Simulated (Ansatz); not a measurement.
`[CH3][GeH]([F])[Br]` + `OC1[SiH2]S1` → `[CH3][GeH2][Br]` + `O[C@@H]1S[Si@H]1F` at 700 K and 1 bar (redistribution).

Gas-phase electronic energies from Ansatz, PBE0-D4/def2-TZVP geometries. CCSD(T)/CBS adds triple-zeta CCSD(T) − MP2 to the extrapolated MP2 energy (def2 sets, frozen cores). For Br, Ge outer-core shells are correlated without core-valence functions, which leaves a few kJ/mol of doubt a bond. Scalar relativity is left out up to krypton. Each species was taken in one conformer, which may not be the lowest.

```json
{"species": "`[CH3][GeH]([F])[Br]`", "CCSD(T)/CBS energy (Eh)": "-4789.77492", "H − E (kJ/mol)": "191.8", "S (J/(mol·K))": "443.5"}
{"species": "`OC1[SiH2]S1`", "CCSD(T)/CBS energy (Eh)": "-802.46523", "H − E (kJ/mol)": "191.6", "S (J/(mol·K))": "396.0"}
{"species": "`[CH3][GeH2][Br]`", "CCSD(T)/CBS energy (Eh)": "-4690.53762", "H − E (kJ/mol)": "199.8", "S (J/(mol·K))": "412.9"}
{"species": "`O[C@@H]1S[Si@H]1F`", "CCSD(T)/CBS energy (Eh)": "-901.72871", "H − E (kJ/mol)": "184.0", "S (J/(mol·K))": "424.0"}
```

H − E and S are ideal-gas, rigid-rotor, harmonic terms from PBE0-D4/def2-TZVP, for one conformer and one mirror image of each species. 1 Eh = 2625.50 kJ/mol, R = 8.31446 J/(mol·K).

Task: By hand: ΔE, ΔH, ΔS and ΔG.

Result: ΔE = (-4690.53762) + (-901.72871) − (-4789.77492) − (-802.46523) = -0.02618 Eh = -68.7 kJ/mol. Δ(H − E) = 199.8 + 184.0 − 191.8 − 191.6 = 0.4, so ΔH = -68.3 kJ/mol. ΔS = 412.9 + 424.0 − 443.5 − 396.0 = -2.6 J/(mol·K). ΔG = -68.3 − 700 × (-2.6)/1000 = -66.5 kJ/mol.

Task: By hand: the equilibrium constant, and the temperature at which ΔG would vanish if ΔH and ΔS stayed fixed.

Result: log₁₀ K = −ΔG/(RT ln 10) = 5.0. ΔG = 0 at ΔH/ΔS = 26269 K, far beyond where these terms or the molecules hold.

The number of gas molecules stays the same, so ΔS is small and ΔH decides. A doubt of 5 kJ/mol in ΔE shifts log₁₀ K by 0.4 here. Other conformers and mirror images would add mixing entropy, several J/(mol·K) or more a flexible species. These are equilibria of isolated gas molecules and say nothing of rates. Largest T1 diagnostic: 0.013 (customary marks: 0.02 for closed shells, 0.045 for open ones).
